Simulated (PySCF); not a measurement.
**Dipole response of Re⁺ (rhenium, charge +1)**

[Xe] 4f14 5d5 6s1, high-spin 7S determinant. All numbers are calculated (PySCF 2.14, a scalar-relativistic core potential, in aug-cc-pVQZ-PP with ECP60MDF (7s7p6d4f3g2h, 135 functions)). Coupled (time-dependent) response in atomic units; α is the mean over directions.

```json
{"method": "PBEsol", "mean α (bohr³)": "29.94", "C₆ (like pair)": "252.9", "S(−4)": "333.3"}
```

S(−4) is the Cauchy moment in α(ω) = α(0) + S(−4) ω² + …

α(iu) at PBEsol:

| u (hartree) | α(iu) (bohr³) |
| --- | --- |
| 0 | 29.94 |
| 0.0500 | 29.13 |
| 0.100 | 27.03 |
| 0.200 | 21.51 |
| 0.300 | 16.78 |
| 0.500 | 11.01 |
| 0.750 | 7.395 |
| 1.00 | 5.405 |
| 1.50 | 3.310 |
| 2.00 | 2.246 |
| 3.00 | 1.223 |
| 5.00 | 0.5155 |

A single London oscillator, α(iu) = α/(1 + u²/ω²), gives C₆ = (3/4) ω α². Matching the computed C₆ needs ω = 4 × 252.9 / (3 × 29.94²) = 0.376 hartree.

For an ion, C₆ is the dispersion term alone; charge-induced terms of lower order in 1/R come first.

Energies and moments cover only the electrons outside the core potential. Spin-orbit coupling, which splits the p, d and f shells strongly at this Z, is absent.
